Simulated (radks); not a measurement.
Species: Cl. Configuration: [Ne] 3s2 3p5.

Method: scalar-relativistic Kohn-Sham, PBE, spin-polarised, spherical densities, point nucleus; open shells are filled with parallel spins first; computed with a radial shooting solver on a logarithmic mesh with Libxc functionals.

Energy parts (hartree):
| part | energy |
|---|---|
| total | -461.44137 |
| kinetic | 463.51824 |
| electron-nucleus | -1100.40458 |
| Hartree | 203.52665 |
| exchange-correlation | -28.08167 |

Orbitals (lengths in bohr, moments of r in powers of bohr; <r^-3> diverges for s and p1/2; r(max) is where P^2 peaks):
| orbital | occ. | eigenvalue (hartree) | <r^-3> | r(max) | <1/r> |
|---|---|---|---|---|---|
| 1s up | 1 | -101.1099 | - | 0.05946 | 16.68 |
| 1s down | 1 | -101.1042 | - | 0.05946 | 16.68 |
| 2s up | 1 | -9.28761 | - | 0.3617 | 3.308 |
| 2s down | 1 | -9.28235 | - | 0.3618 | 3.308 |
| 2p up | 3 | -7.04452 | 102.4 | 0.3017 | 3.206 |
| 2p down | 3 | -7.03701 | 102.4 | 0.3018 | 3.205 |
| 3s up | 1 | -0.77669 | - | 1.282 | 0.9019 |
| 3s down | 1 | -0.74109 | - | 1.282 | 0.8999 |
| 3p up | 3 | -0.33061 | 7.605 | 1.428 | 0.7487 |
| 3p down | 2 | -0.29838 | 7.456 | 1.432 | 0.7403 |

The highest occupied level is 3p down at -8.119 eV. Spin moment in Bohr magnetons: 1. Summed over all electrons, <r^2> = 27.71 bohr^2, which gives a Langevin (diamagnetic) susceptibility term of -21.9 x 10^-6 cm^3/mol. The density falls to 0.001 e/bohr^3 at r = 3.91 bohr.
